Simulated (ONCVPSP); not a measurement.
barium, ONCV: configuration errors across variants

barium (Ba), optimised norm-conserving Vanderbilt (ONCV), made with ONCVPSP 4.0.1 (PBEsol, scalar-relativistic). Core [Kr] 4d10, reference 5s2 5p6 6s1.75 6p0.25. Waves: 5s+6s: rc 2.60 bohr, ncon 4, nbas 8, qcut 4.6 1/bohr, 2 projectors; 5p+6p: rc 3.35 bohr, ncon 5, nbas 8, qcut 5 1/bohr, 2 projectors; d scattering state at 0.09 Ha: rc 3.25 bohr, ncon 3, nbas 7, qcut 3.4 1/bohr, 2 projectors, debl 1.5 Ha. Local part: polynomial inside 2.10 bohr (lpopt 5, dvloc0 0 Ha). Core correction: Teter function, fcfact 1.75, rcfact 1.6.

In the d channel the program set the typed energies aside and used 0.050, 1.550 Ha.

All-electron excitation energies from the reference (eV): (1) 5s2 5p6 6s2 6p0 -0.506; (2) 5s2 5p6 6s1 6p0 4.875; (3) 5s2 5p6 6s0 6p0 14.769; (4) 5s2 5p6 5d1 6s0 6p0 5.527.

2 further variants failed, have other tests or another functional or relativity, and are left out.

A true bound ghost makes a file unfit for plane-wave use even where its test errors are small: the radial tests pick states by their node count and pass the ghost by.

Errors AE − PS in meV (a dash: test not solved or not reliable):

| change | (1) | (2) | (3) | (4) | bound ghosts | GHOST(+) flags above zero |
| --- | --- | --- | --- | --- | --- | --- |
| base | 0.0 | -0.7 | -3.8 | -9.1 | d | s |
| d: qcut 3.6 | 0.0 | -0.7 | -3.8 | -10 | none | s, d |
| local potential polynomial inside 2.10 bohr (lpopt 3, dvloc0 0 Ha) | 0.0 | -0.7 | -3.8 | -9.1 | none | d |
| core correction none | 0.0 | -0.6 | -1.9 | -6.5 | d | s |

Question: Give the same row for: all radii but the core radius scaled by about 1.18 (s 3.08, p 3.96, d 3.84 bohr); local potential polynomial inside 2.48 bohr (lpopt 5, dvloc0 0 Ha).

Answer: 0.0, -0.8, -5.0, -4.0; bound ghosts: none; GHOST(+) flags above zero: none.
